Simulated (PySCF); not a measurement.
# MgI⁻: frontier orbitals

RHF at R = 2.949 Å; PySCF, scalar-relativistic core potentials, basis sets Mg aug-cc-pVDZ, I aug-cc-pVDZ-PP with ECP28. State: ¹Σ⁺ (singlet), closed shell. Only the outer orbitals are listed, counted within each symmetry, core potentials removing the inner ones.

| orbital | occ. | ε (eV) | on Mg (%) | main shells (%) |
| --- | --- | --- | --- | --- |
| 7σ | 2 | -18.36 | -1 | 101 I s |
| 8σ | 2 | -6.03 | 12 | 87 I p, 10 Mg s |
| 4π | 2 | -5.03 | 1 | 99 I p |
| 4π | 2 | -5.03 | 1 | 99 I p |
| 9σ | 2 | -1.79 | 95 | 83 Mg s, 11 Mg p |
| 5π | 0 | 2.96 | 107 | 108 Mg p |
| 5π | 0 | 2.96 | 107 | 108 Mg p |
| 10σ | 0 | 3.10 | 106 | 103 Mg p |

Task: Which are the highest filled and the lowest empty level, where do they sit, and how wide is the gap?

Result: Highest filled 9σ at -1.79 eV (in %: 83 Mg s, 11 Mg p); lowest empty 5π at 2.96 eV (in %: 108 Mg p); the gap at RHF is 4.75 eV. An empty level above zero is unbound, and its energy depends on the basis.

The bond order (Mayer) is 0.16. The ⟨S²⟩ is 0.000. The charge on Mg (Mulliken, basis-dependent) is -0.17. The charge on Mg (Löwdin, basis-dependent) is -0.40. The dipole moment (positive dipole points towards I; it is taken about the centre of mass and depends on that origin) is 6.09 D and the polarisability along the bond is 223.7 bohr³. The polarisability across the bond is 177.2 bohr³.

Shares are Mulliken populations and can fall outside 0 to 100 %.

Spin–orbit coupling is left out.
